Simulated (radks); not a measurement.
The numbers below are computed, except where a source is named.
Excited configurations of Kr3+: one electron is placed in a higher orbital outside [Ar] 3d10 4s2 4p2. The ground configuration is [Ar] 3d10 4s2 4p3. Code: a radial shooting solver on a logarithmic mesh with Libxc functionals. Model: scalar-relativistic Kohn-Sham, BLYP, spin-unpolarised, spherical densities, point nucleus. Excitation = E - E(ground); binding = E(ion) - E, where the ion is the core of charge +4; n* = 4/sqrt(2 binding) in atomic units, and the quantum defect is n - n*.

[
 {"outer orbital": "4d", "excitation (eV)": "21.304", "binding (eV)": "28.412", "n*": "2.768", "quantum defect": "1.232", "eigenvalue (eV)": "-23.562", "<r> (bohr)": "2.290"},
 {"outer orbital": "4f", "excitation (eV)": "34.946", "binding (eV)": "14.769", "n*": "3.839", "quantum defect": "0.161", "eigenvalue (eV)": "-12.027", "<r> (bohr)": "3.892"},
 {"outer orbital": "5s", "excitation (eV)": "23.786", "binding (eV)": "25.929", "n*": "2.898", "quantum defect": "2.102", "eigenvalue (eV)": "-22.669", "<r> (bohr)": "3.259"},
 {"outer orbital": "5f", "excitation (eV)": "39.895", "binding (eV)": "9.820", "n*": "4.708", "quantum defect": "0.292", "eigenvalue (eV)": "-8.413", "<r> (bohr)": "6.927"},
 {"outer orbital": "6p", "excitation (eV)": "37.090", "binding (eV)": "12.625", "n*": "4.152", "quantum defect": "1.848", "eigenvalue (eV)": "-11.123", "<r> (bohr)": "6.435"},
 {"outer orbital": "6d", "excitation (eV)": "40.079", "binding (eV)": "9.637", "n*": "4.753", "quantum defect": "1.247", "eigenvalue (eV)": "-8.427", "<r> (bohr)": "7.957"}
]

The Delta-SCF ionisation energy is 49.715 eV (NIST Atomic Spectra Database: 50.9 eV, measured). Self-interaction in the functional shifts the binding energies and quantum defects, so they are the method's values and not measured ones. Spin polarisation and multiplet splitting are left out, so open shells lie too high by an amount that depends on their filling.

Beside tabulated values, note that spin-unpolarised runs miss the spin-polarisation part of the exchange energy of open shells.
